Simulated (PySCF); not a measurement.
**AsF: a base run and its variants**

Base input, run as `OMP_NUM_THREADS=1 python input.py` with PySCF 2.14:

```python
from pyscf import gto, dft, tdscf

mol = gto.M(
    atom='As 0 0 0; F 0 0 1.79',
    basis='aug-cc-pvdz',
    charge=0,
    spin=2,
    verbose=4,
)
mf = dft.UKS(mol, xc='hcth407')
mf.kernel()
td = tdscf.TDA(mf)
td.nstates = 4
td.kernel()
td.analyze()
mf.dip_moment()
print('orbital energies (hartree):', [e[max(0, n-3):n+3].round(4) for e, n in zip(mf.mo_energy, mol.nelec)])
```

Base result: E(SCF) = -2336.860805 Eh, 10 cycles, ⟨S²⟩ = 2.008, μz(SCF) = -1.78 D, first excitations without spin–orbit coupling 3.32, 3.32, 5.78, 5.80 eV. The bond length is a typed value, not an optimised one. No search for the lowest solution was made.

Hardware: Arm Neoverse V1, 1 thread, shared host. Wall time 15 s, peak memory 0.25 GiB.

Each row names what differs from the base; energies in brackets are changes from the base.

| change | result | wall time (s) |
| --- | --- | --- |
| Cartesian functions: off → on | E(SCF) = -2336.865236 Eh (-0.1206 eV), 10 cycles, ⟨S²⟩ = 2.008, μz(SCF) = -1.79 D, first excitations without spin–orbit coupling 3.30, 3.30, 5.87, 5.87 eV | 22 |
| number of roots: 4 → 2 | E(SCF) = -2336.860805 Eh (+0.0000 eV), 10 cycles, ⟨S²⟩ = 2.008, μz(SCF) = -1.78 D, first excitations without spin–orbit coupling 3.32, 3.32 eV | 8.3 |
| DIIS space: default → 4 | E(SCF) = -2336.860805 Eh (+0.0000 eV), 11 cycles, ⟨S²⟩ = 2.008, μz(SCF) = -1.78 D, first excitations without spin–orbit coupling 3.32, 3.32, 5.78, 5.80 eV | 15 |
| step after the SCF: tda → mp2; SCF type: UKS → UHF; functional: hcth407 → none (Hartree–Fock); frozen orbitals: default → 0 | E(SCF) = -2333.626972 Eh, 12 cycles, E(MP2) − E(SCF) = -0.31518 Eh, ⟨S²⟩ = 2.020, μz(SCF) = -2.29 D | 1.6 |
| electric field along z (a.u.): none → 0.001 | E(SCF) = -2336.860122 Eh (+0.0186 eV), 10 cycles, ⟨S²⟩ = 2.008, μz(SCF) = -1.69 D, first excitations without spin–orbit coupling 3.31, 3.31, 5.73, 5.76 eV | 15 |
| PCM solvent, dielectric constant: none → 78.36; step after the SCF: tda → analyze | E(SCF) = -2336.864440 Eh (-0.0989 eV), 10 cycles, ⟨S²⟩ = 2.008, μz(SCF) = -2.36 D | 5.8 |
| functional: hcth407 → pbe | E(SCF) = -2335.251192 Eh, 10 cycles, ⟨S²⟩ = 2.003, μz(SCF) = -1.69 D, first excitations without spin–orbit coupling 3.21, 3.21, 5.63, 5.63 eV | 14 |
| basis set: aug-cc-pvdz → 6-31g* | E(SCF) = -2336.575012 Eh (+7.7768 eV), 11 cycles, ⟨S²⟩ = 2.007, μz(SCF) = -1.56 D, first excitations without spin–orbit coupling 3.46, 3.46, 5.48, 5.56 eV | 8.6 |
| smearing width (hartree): none → 0.05; step after the SCF: tda → none [smearing does not keep the typed spin] | E(SCF) = -2336.754558 Eh (+2.8911 eV), 13 cycles, μz(SCF) = -1.13 D | 5.7 |
| geometry: bond 1.79 → bond 1.844 | E(SCF) = -2336.859688 Eh (+0.0304 eV), 11 cycles, ⟨S²⟩ = 2.008, μz(SCF) = -2.07 D, first excitations without spin–orbit coupling 3.13, 3.13, 5.37, 5.40 eV | 15 |
| functional: hcth407 → pw91 | E(SCF) = -2335.803584 Eh, 10 cycles, ⟨S²⟩ = 2.003, μz(SCF) = -1.72 D, first excitations without spin–orbit coupling 3.20, 3.20, 5.55, 5.55 eV | 14 |
| geometry: bond 1.79 → bond 0.1 [unsound on purpose] | not converged: SCF after 50 cycles | 29 |
| basis set: aug-cc-pvdz → 6-31g | E(SCF) = -2336.492418 Eh (+10.0243 eV), 10 cycles, ⟨S²⟩ = 2.005, μz(SCF) = -1.96 D, first excitations without spin–orbit coupling 3.46, 3.46, 5.28, 5.37 eV | 6.2 |
| basis set: aug-cc-pvdz → x2c-svpall; spin-free X2C: off → on | E(SCF) = -2361.319201 Eh, 11 cycles, ⟨S²⟩ = 2.005, μz(SCF) = -1.78 D, first excitations without spin–orbit coupling 3.52, 3.52, 5.54, 5.61 eV | 8.8 |

Order these changes by how far they move the SCF energy from the base, largest first: (1) Cartesian functions: off → on; (2) PCM solvent, dielectric constant: none → 78.36; step after the SCF: tda → analyze; (3) electric field along z (a.u.): none → 0.001; (4) geometry: bond 1.79 → bond 1.844.

(1) -0.1206 eV, (2) -0.0989 eV, (4) +0.0304 eV, (3) +0.0186 eV.
